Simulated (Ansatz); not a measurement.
Z-matrix (Å, degrees):
```
C
C 1 1.523
H 1 1.093 2 111.9
H 1 1.093 2 111.9 3 -119.9
H 1 1.096 2 111.8 3 120.1
In 2 2.165 1 115.3 3 59.1
H 2 1.094 1 110.9 3 -179.3
H 2 1.094 1 110.7 3 -62.0
C 6 2.179 2 132.1 1 -7.7
N 6 2.025 2 114.8 1 171.4
C 9 1.521 6 111.3 2 177.0
C 9 1.524 6 111.7 2 51.5
H 9 1.096 6 105.2 2 -65.6
H 10 1.007 6 124.3 2 -179.9
H 10 1.007 6 125.0 2 -0.4
H 11 1.094 9 111.6 6 -62.5
H 11 1.093 9 112.3 6 58.0
H 11 1.098 9 111.1 6 178.3
H 12 1.098 9 110.9 6 -178.3
H 12 1.095 9 111.8 6 62.8
H 12 1.093 9 112.4 6 -58.1
```

The species carries charge 0 and has multiplicity 1. In takes the def2 core potential.

List the r2SCAN/def2-TZVPP orbital energies in eV (the Gaussian-basis code of Ansatz). (Best estimate.)

The calculation gave: Occupied: -384.03, -272.90, -272.74, -272.72, -272.71, -272.65, -124.46, -81.21, -80.88, -80.86, -20.97, -20.24, -19.52, -18.42, -18.35, -18.34, -18.18, -18.11, -17.55, -15.38, -14.45, -11.41, -11.24, -11.04, -10.95, -10.35, -10.02, -9.62, -9.45, -8.98, -8.46, -8.37, -8.25, -6.68, -5.54, -5.46. Lowest empty: -0.89, -0.48, 0.50, 1.06, 1.80, 1.91, 2.48, 2.71.
